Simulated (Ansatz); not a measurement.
Process, species as SMILES: F[S] (F-S) → F atom + S atom
B3LYP-D3(BJ)/def2-TZVP geometries, fixed; electronic energies without zero-point terms.

Energies in hartree at MP2 with Ansatz (a quantum-chemistry and plane-wave program); the atomisation energy is their sum with the coefficients shown, times 627.509 kcal/mol a hartree. All functions are spherical. Cores are frozen. Open shells are unrestricted. No added dispersion term, no relativity.

| species | coefficient | part | cc-pV(D+d)Z | cc-pV(T+d)Z | cc-pV(Q+d)Z |
|---|---|---|---|---|---|
| F[S] (F-S) | -1 | Hartree-Fock | -496.91187 | -496.96869 | -496.98246 |
| F[S] (F-S) | -1 | correlation | -0.29407 | -0.39492 | -0.43234 |
| F atom | +1 | Hartree-Fock | -99.37524 | -99.40552 | -99.41377 |
| F atom | +1 | correlation | -0.14060 | -0.19983 | -0.22144 |
| S atom | +1 | Hartree-Fock | -397.49702 | -397.50938 | -397.51264 |
| S atom | +1 | correlation | -0.08551 | -0.11680 | -0.12763 |

### Question
Predict the atomisation energy in cc-pV(5+d)Z (X = 5): let each Hartree-Fock step shrink by the ratio of the last two, and fit each correlation energy at X = 3 and 4 to E + A/X^3. Compare with the run.

### Answer

- F[S] (F-S): steps -0.05682 and -0.01377, ratio 0.242, so Hartree-Fock -496.98579 (run: -496.98576); A = (-0.39492 - (-0.43234))/(1/27 - 1/64) = 1.7476, correlation -0.43234 - A/64 + A/125 = -0.44567 (run: -0.44849).
- F atom: steps -0.03028 and -0.00825, ratio 0.272, so Hartree-Fock -99.41601 (run: -99.41605); A = (-0.19983 - (-0.22144))/(1/27 - 1/64) = 1.0092, correlation -0.22144 - A/64 + A/125 = -0.22914 (run: -0.23068).
- S atom: steps -0.01236 and -0.00326, ratio 0.264, so Hartree-Fock -397.51350 (run: -397.51318); A = (-0.11680 - (-0.12763))/(1/27 - 1/64) = 0.5058, correlation -0.12763 - A/64 + A/125 = -0.13149 (run: -0.13243).
Predicted 88.68 kcal/mol; the run in cc-pV(5+d)Z gives 89.05, a miss of -0.37. Keeping the value in cc-pV(Q+d)Z, 87.42, would miss by -1.63. All sums are of the energies as printed.
